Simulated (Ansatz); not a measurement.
Consider the atomization: `[F][In]([SH])[O][SiH3]` → F• + 4 H• + In• + O• + S• + Si•.

Isolated molecules relaxed with PBE0-D4/def2-TZVP in Ansatz; ΔE leaves out vibrations. CCSD(T)/CBS is the MP2 limit (def2-TZVPP, def2-QZVPP) plus CCSD(T) − MP2 in def2-TZVPP, frozen cores. This one scheme is used for every species, atoms too. No spin–orbit coupling; open shells (•) take unrestricted orbitals. Spin–orbit coupling would lower the free atoms: a little for F, O, S, Si; strongly for In. def2 core potentials past Kr. Bonds to In are less sure, by a few kJ/mol each and by 10 to 20 or more in all where they break to atoms, as the def2 sets lack core-valence functions. Each species was taken in one conformer, which may not be the lowest.

```csv
species,CCSD(T)/CBS(def2) energy (Eh)
`[F][In]([SH])[O][SiH3]`,-1054.15995
F•,-99.66871
H•,-0.50000
In•,-189.78701
O•,-75.00631
S•,-397.67955
Si•,-288.94402
```

**Question.** Work out ΔE.

**Answer.** ΔE = 4 × (-0.50000) + (-99.66871) + (-189.78701) + (-75.00631) + (-397.67955) + (-288.94402) − (-1054.15995) = 1.07435 Eh = +29.23 eV.

Largest T1 diagnostic among the species: 0.015.

At CCSD(T), def2-SVP lies −2.69 eV from the extrapolated value and def2-TZVPP −1.06 eV: correlation converges slowly with the basis, and small sets miss more of it in the bonded molecule than in its fragments. From PBE to PBE0 (25 % exact exchange), in def2-TZVPP and without D4, ΔE moves by −0.58 eV: exact exchange takes away binding that semilocal exchange gives to molecules.

For atomizations the MP2-based limit and the directly extrapolated one differ by several kJ/mol either way, and by 10 to 25 for some Ge, Se and Sn compounds, so smaller differences from it don't rank the levels.
